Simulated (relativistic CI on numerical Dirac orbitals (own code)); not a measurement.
**Level scheme of Ne6+**

Method of calculation: Dirac-Coulomb-Breit CI, KLI orbitals optimised for each configuration, QED by a radiative potential, valence Slater integrals scaled by 0.9, P86 correlation estimate, and configurations built on the next ion tied to the tabulated ionisation energy (semi-empirical) (own radial code, finite nucleus).

CI space (outside the closed core 1s2): 2s², 2s3s, 2s3p, 2s2p, 2s3d, 2s4s, 2p², 2p3s, 2p3p, 2s4p, 2s4d, 2s4f, 3s², 3s3p, 3p². Levels of other configurations are missing.

```csv
No.,Configuration,Term,J,E (cm⁻¹),%,Next component (%),Landé g
1,2s²,¹S,0,0,95,5 2p² ¹S,
2,2s2p,³P°,0,113662,100,,
3,2s2p,³P°,1,114110,100,,1.501
4,2s2p,³P°,2,115095,100,,1.501
5,2s2p,¹P°,1,217142,100,,1.000
6,2p²‡,³P,0,292946,100,,
7,2p²‡,³P,1,293451,100,,1.501
8,2p²‡,³P,2,294314,100,,1.500
9,2p²‡,¹D,2,322886,100,,1.000
10,2p²‡,¹S,0,394010,94,5 2s² ¹S,
11,2s3s,³S,1,978399,98,2 2p3p ³S,2.002
12,2s3s,¹S,0,996869,96,3 2p3p ¹S,
13,2s3p,¹P°,1,1029632,90,8 2p3s ¹P°,1.011
14,2s3p,³P°,0,1030568,99,1 2p3s ³P°,
15,2s3p,³P°,1,1030710,97,2 ¹P°,1.489
16,2s3p,³P°,2,1030944,99,1 2p3s ³P°,1.501
17,2s3d,³D,1,1055045,98,2 2p3p ³D,0.499
18,2s3d,³D,2,1055082,98,2 2p3p ³D,1.167
19,2s3d,³D,3,1055151,98,2 2p3p ³D,1.334
20,2s3d,¹D,2,1073716,98,1 2p3p ¹D,1.000
21,2p3s‡,³P°,0,1122053,99,1 2s3p ³P°,
22,2p3s‡,³P°,1,1122550,99,1 2s3p ³P°,1.500
23,2p3s‡,³P°,2,1123644,99,1 2s3p ³P°,1.501
24,2p3s‡,¹P°,1,1140462,91,8 2s3p ¹P°,1.000
25,2p3p‡,¹P,1,1151379,99,1 ³D,0.995
26,2p3p‡,³D,1,1156906,97,2 2s3d ³D,0.505
27,2p3p‡,³D,2,1157483,98,2 2s3d ³D,1.167
28,2p3p‡,³D,3,1158490,98,2 2s3d ³D,1.334
29,2p3p‡,³S,1,1166652,97,2 2s3s ³S,1.998
30,2p3p‡,³P,0,1172370,100,,
31,2p3p‡,³P,1,1172763,99,1 ³S,1.503
32,2p3p‡,³P,2,1173335,100,,1.500
33,2p3p‡,¹D,2,1186611,98,1 2s3d ¹D,1.000
34,2p3p‡,¹S,0,1208141,93,3 2s4s ¹S,
35,2s4s,³S,1,1300706,100,,2.002
36,2s4s,¹S,0,1310814,97,3 2p3p ¹S,
37,2s4p,³P°,0,1319086,100,,
38,2s4p,³P°,1,1319133,100,,1.501
39,2s4p,³P°,2,1319240,100,,1.501
40,2s4p,¹P°,1,1322839,99,,1.000
41,2s4d,³D,1,1328407,100,,0.499
42,2s4d,³D,2,1328418,100,,1.167
43,2s4d,³D,3,1328440,100,,1.334
44,2s4f,³F°,2,1335107,100,,0.666
45,2s4f,³F°,3,1335112,100,,1.083
46,2s4f,³F°,4,1335120,100,,1.250
47,2s4d,¹D,2,1335413,100,,1.000
48,2s4f,¹F°,3,1335872,100,,1.000
```

Energies count from the lowest computed level; ° marks odd parity. ‡ marks configurations that were not tied to measured data.

The mean weight of the leading LS term, summed over parents, in these 48 levels is 98 %, and that of the leading jj configuration (from the same eigenvectors) 77 %, so LS coupling describes them better.

Configurations that consist of the next ion and one excited electron were tied to the tabulated ionisation energy; Rydberg ones are usually within 1,000 to 3,000 cm⁻¹ and the lowest ones within about 6,000 (9,000 in d shells), while levels on excited terms of the next ion carry the error of that term, and the other configurations can be misplaced by 10,000 cm⁻¹ or more. Rates follow the energies as ν³ (E1, M1) or ν⁵ (E2), so rates, branching and lifetimes can be off by large factors. 9 of the 9 excited levels that our extract of the measured tables holds in this range could be paired (the sources list more); they are missed by 3671 cm⁻¹ on average and 15141 at most, and levels without a partner can miss by more.
